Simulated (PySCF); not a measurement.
C₆H₁₂F₂.
InChI=1S/C6H12F2/c1-3-5(2)4-6(7)8/h5-6H,3-4H2,1-2H3/t5-/m1/s1

Torsions of this conformer, `[CH3:1][CH2:2][C@@H:3]([CH3:4])[CH2:5][CH:6]([F:7])[F:8]`: C1–C2–C3–C4 60°, C2–C3–C5–C6 170°, C3–C5–C6–F7 -59°.

The closed-shell ground state was solved at several levels (PySCF, density fitting, gas phase, non-relativistic). The structure is a single PBE0-D3(BJ)/def2-SVP conformer in the gas phase; no vibrational or solvent corrections.

```tsv
level	basis functions	total energy (Eh)	HOMO (eV)	LUMO (eV)	gap (eV)	dipole (D)
PBE0/pcSseg-1	196	-435.0389	-8.96	1.27	10.23	2.29
CAM-B3LYP/def2-SVPD	262	-435.0808	-10.48	1.24	11.72	2.48
```

Problem. What might HF/pcSseg-1 (196 basis functions) give for the same quantities?

Solution. Total energy -433.0180 Eh, HOMO -12.54 eV, LUMO 4.14 eV, gap 16.68 eV, dipole 2.61 D.

Problem. Over all these levels, which gives the widest orbital gap and which the narrowest?

Solution. HF/pcSseg-1 (Hartree–Fock, all exact exchange) has the widest, 16.68 eV, and PBE0/pcSseg-1 (global hybrid, 25 % exact exchange) the narrowest, 10.23 eV. The two share the basis. From the narrowest to the widest the HOMO moves by -3.58 eV and the LUMO by +2.87 eV. The HOMO need not be the same orbital at Hartree–Fock and at DFT levels.

Problem. How far do the dipole and the HOMO energy spread over the levels?

Solution. The dipole runs from 2.29 to 2.61 D (mean 2.46 D) and the HOMO from -12.54 to -8.96 eV.
